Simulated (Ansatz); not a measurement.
Level of theory: frozen-core CCSD(T)/cc-pVTZ // r2SCAN-D4/def2-TZVP run with Ansatz (a program for electronic structure).

Ansatz 0.2 input:
```yaml
crystal:
  periodic: [false, false, false]
  atoms:
    - { symbol: N, position_ang: [-0.946812, -0.035154, -0.022446] }
    - { symbol: Ga, position_ang: [0.863741, 0.031937, 0.020646] }
    - { symbol: H, position_ang: [-1.479429, -0.886777, -0.09216] }
    - { symbol: H, position_ang: [-1.543338, 0.774878, 0.020124] }
    - { symbol: H, position_ang: [1.49914, 1.446011, 0.128775] }
    - { symbol: H, position_ang: [1.606696, -1.330894, -0.054936] }
basis:
  gaussian: { orbitals: cc-pVTZ }
correlation:
  method: ccsd_t
```

Output:

```
Functional definition: HF
762 factors; integrals over basis functions are off by at most 1.2e-3 eV
mean field evaluation 1: about -53878.2276 eV, gradient 3.6e1 eV
mean field evaluation 2: about -53878.2616 eV, gradient 3.6e1 eV
mean field evaluation 4: about -53881.0296 eV, gradient 2.3e0 eV
mean field evaluation 8: about -53881.0556 eV, gradient 1.2e-1 eV
mean field evaluation 16: about -53881.0127 eV, gradient 2.9e-1 eV
mean field -53881.05564466 eV, -1980.0922730499 hartree, gradient 7.0e-6 eV, S^2 0.000000; 0 other end points of the search recorded, 0 dependent functions left out
10 core orbitals not correlated
reference -53881.05564466 eV, -1980.0922730499 hartree; 11, 11 occupied and 108, 108 virtual orbitals, 762 factors
second order -10.69258581 eV of doubles, -0.00000000 eV of singles
cycle   1  -10.78409802 eV  change   -9.2e-2 eV  update   8.8e-2
cycle   2  -11.15787257 eV  change   -3.7e-1 eV  update   2.7e-2
cycle   3  -11.22932853 eV  change   -7.1e-2 eV  update   1.5e-2
cycle   4  -11.22200851 eV  change    7.3e-3 eV  update   4.2e-3
cycle   5  -11.22271242 eV  change   -7.0e-4 eV  update   2.4e-3
cycle   6  -11.22265569 eV  change    5.7e-5 eV  update   7.0e-4
cycle   7  -11.22240755 eV  change    2.5e-4 eV  update   2.7e-4
cycle   8  -11.22244660 eV  change   -3.9e-5 eV  update   6.5e-5
cycle   9  -11.22245997 eV  change   -1.3e-5 eV  update   1.8e-5
perturbative correction -0.46736337 eV, -0.0171752871 hartree
Total energy: -53892.74546800 eV, -1980.5218661340 hartree
```

Cost: about 22 core-seconds (a rough figure).
